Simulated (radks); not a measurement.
The numbers below are computed, except where a source is named.
Valence configurations of the titanium ion Ti2+ (all share [Ar]). Code: a radial shooting solver on a logarithmic mesh with Libxc functionals. Model: scalar-relativistic Kohn-Sham, PBE, spin-unpolarised, spherical densities, finite nucleus; Fermi nuclear charge, rms radius 3.5921 fm. Energies are relative to 3d2; eigenvalues in eV.

valence,E (eV),e(3d),e(4p),e(4s)
3d2,0.000,-19.680,-,-
3d1.5 4s0.5,1.737,-22.124,-,-17.916
3d1.5 4p0.5,4.055,-22.648,-13.598,-
3d1 4s1,4.239,-24.796,-,-18.973
3d1 4s0.5 4p0.5,6.658,-25.312,-14.432,-19.279
3d1 4p1,9.085,-25.822,-14.720,-
4s2,11.891,-,-,-21.119
3d0.5 4s0.5 4p1,12.654,-28.675,-15.540,-20.617
4s1 4p1,17.175,-,-16.351,-21.653
4s0.5 4p1.5,19.830,-,-16.591,-21.908

NIST lists [Ar] 3d2 as the ground configuration; this level of theory agrees among the configurations tried. The energies are those of spherical spin-averaged densities, not of single terms.
